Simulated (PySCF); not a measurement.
**Magnesium: a sound run and one with changed settings**

Sound run: Mg⁺ [Ne] 3s1, Mg²⁺ [Ne]. Calculation: PySCF 2.14, in aug-cc-pVDZ (5s4p2d, 27 functions); the non-relativistic Hamiltonian (point nucleus). The sound run starts from symmetry-adapted Hartree-Fock orbitals and uses a fine grid where one is needed.

Changed run: 14 angular points. This setting is unsound on purpose.

```
species  method  sound run (hartree)  changed run (hartree)  converged
    Mg⁺     UHF           -199.36492             -199.36492        yes
    Mg⁺  M06-2X           -199.76414             -199.76414        yes
    Mg⁺    PBE0           -199.68267             -199.68267        yes
   Mg²⁺     UHF           -198.82424             -198.82424        yes
   Mg²⁺  M06-2X           -199.20836             -199.20836        yes
   Mg²⁺    PBE0           -199.12456             -199.12456        yes
```

Ionisation energy of Mg⁺:

| method | sound run (eV) | changed run (eV) |
| --- | --- | --- |
| UHF | 14.713 | 14.713 |
| M06-2X | 15.123 | 15.123 |
| PBE0 | 15.187 | 15.187 |

Here the setting changes nothing at the digits shown.

For comparison, NIST gives 15.035 eV between the lowest levels.
